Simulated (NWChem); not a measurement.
System: C4H9O, doublet; SMILES CCC[CH]O

The following NWChem deck was run.

```
start job
memory heap 200 mb stack 900 mb global 1100 mb
geometry units angstroms noautoz
  C     -0.193871    -2.379246     0.191500
  C     -0.304807    -0.976979    -0.384593
  C      0.640108     0.030000     0.288306
  C      0.520559     1.421035    -0.212984
  O     -0.658526     2.034289     0.085346
  H     -0.883469    -3.078490    -0.305946
  H      0.826111    -2.781532     0.077307
  H     -0.430852    -2.388736     1.267800
  H     -1.337310    -0.603909    -0.280554
  H     -0.095752    -0.997269    -1.468603
  H      0.439652     0.027372     1.376220
  H      1.685107    -0.301642     0.163082
  H      1.014485     1.721277    -1.147539
  H     -0.681927     2.897996    -0.337404
end
basis spherical
  * library sto-3g
end
dft
  odft
  mult 2
  xc xpbe96 cpbe96
  iterations 150
  mulliken
end
task dft energy
```

Parts of the log:

```
             Northwest Computational Chemistry Package (NWChem) 7.3.0
             --------------------------------------------------------

 C1  symmetry detected

                             Geometry "geometry" -> ""
                             -------------------------

 Output coordinates in angstroms (scale by  1.889725989 to convert to a.u.)

  No.       Tag          Charge          X              Y              Z
 ---- ---------------- ---------- -------------- -------------- --------------
    1 C                    6.0000    -0.18220860    -2.36640597     0.15882359
    2 C                    6.0000    -0.32576159    -0.94799672    -0.36848126
    3 C                    6.0000     0.68206279     0.03234951     0.25028801
    4 C                    6.0000     0.53599830     1.43754964    -0.20208327
    5 O                    8.0000    -0.60788539     2.05204558     0.20931377
    6 H                    1.0000    -0.91787173    -3.04605339    -0.29814386
    7 H                    1.0000     0.82056673    -2.77376672    -0.05030843
    8 H                    1.0000    -0.32941430    -2.40347814     1.25044069
    9 H                    1.0000    -1.34215985    -0.56945860    -0.16920448
   10 H                    1.0000    -0.20733385    -0.94025155    -1.46625549
   11 H                    1.0000     0.57228750     0.00151803     1.35062668
   12 H                    1.0000     1.70959388    -0.30429891     0.02997443
   13 H                    1.0000     0.95402116     1.75925610    -1.16606617
   14 H                    1.0000    -0.65715178     2.92718977    -0.18685593

 Effective nuclear repulsion energy (a.u.)     178.4569253542

  pbe96 is a nonlocal functional; adding pw91lda local functional.

                                 NWChem DFT Module
                                 -----------------

 Summary of "ao basis" -> "ao basis" (spherical)
 ------------------------------------------------------------------------------
       Tag                 Description            Shells   Functions and Types
 ---------------- ------------------------------  ------  ---------------------
 C                           sto-3g                  3        5   2s1p
 O                           sto-3g                  3        5   2s1p
 H                           sto-3g                  1        1   1s

            General Information
            -------------------
          SCF calculation type: DFT
          Wavefunction type:  spin polarized.
          No. of atoms     :    14
          No. of electrons :    41
           Alpha electrons :    21
            Beta electrons :    20
          Charge           :     0
          Spin multiplicity:     2
          Use of symmetry is: off; symmetry adaption is: off
          Maximum number of iterations: 150
          AO basis - number of functions:    34
                     number of shells:    24
          Convergence on energy requested:  1.00D-06
          Convergence on density requested:  1.00D-05
          Convergence on gradient requested:  5.00D-04

              XC Information
              --------------
          PerdewBurkeErnzerhof Exchange Functional  1.000
            Perdew 1991 LDA Correlation Functional  1.000 local
           PerdewBurkeErnz. Correlation Functional  1.000 non-local

             Grid Information
             ----------------
          Grid used for XC integration:  medium
          Radial quadrature: Mura-Knowles
          Angular quadrature: Lebedev.
          Tag              B.-S. Rad. Rad. Pts. Rad. Cut. Ang. Pts.
          ---              ---------- --------- --------- ---------
          C                   0.70       49          12.0       434
          O                   0.60       49          12.0       434
          H                   0.35       45          12.0       434
          Grid pruning is: on
          Number of quadrature shells:   650
          Spatial weights used:  Erf1

      Superposition of Atomic Density Guess
      -------------------------------------

 Sum of atomic energies:        -226.69000218

      Non-variational initial energy
      ------------------------------

 Total energy =    -227.691153
 1-e energy   =    -665.466607
 2-e energy   =     259.318529
 HOMO         =       0.121284
 LUMO         =       0.505159

     ---------------------------------------------
      Total Density - Mulliken Population Analysis
     ---------------------------------------------

    Atom       Charge   Shell Charges
 -----------   ------   -------------------------------------------------------
    1 C    6     6.13   1.99  1.30  2.84
    2 C    6     6.03   1.99  1.29  2.75
    3 C    6     6.05   1.99  1.28  2.77
    4 C    6     5.89   1.99  1.28  2.61
    5 O    8     8.53   2.00  1.80  4.73
    6 H    1     0.96   0.96
    7 H    1     0.96   0.96
    8 H    1     0.96   0.96
    9 H    1     0.97   0.97
   10 H    1     0.97   0.97
   11 H    1     0.97   0.97
   12 H    1     0.97   0.97
   13 H    1     0.96   0.96
   14 H    1     0.65   0.65

     --------------------------------------------
      Spin Density - Mulliken Population Analysis
     --------------------------------------------

    Atom       Charge   Shell Charges
 -----------   ------   -------------------------------------------------------
    1 C    6     0.01   0.00  0.00  0.01
    2 C    6     0.05   0.00  0.01  0.04
    3 C    6     0.01   0.00  0.00  0.01
    4 C    6     0.76   0.00  0.04  0.72
    5 O    8     0.14   0.00  0.00  0.14
    6 H    1     0.00   0.00
    7 H    1     0.00   0.00
    8 H    1     0.00   0.00
    9 H    1     0.00   0.00
   10 H    1     0.00   0.00
   11 H    1     0.01   0.01
   12 H    1     0.00   0.00
   13 H    1     0.02   0.02
   14 H    1     0.00   0.00

[...]
```

Level: PBE/STO-3G, spin-unrestricted. All runs use the structure optimised with PBE0/def2-SVP, spin-unrestricted. No stability test was run on the SCF state.
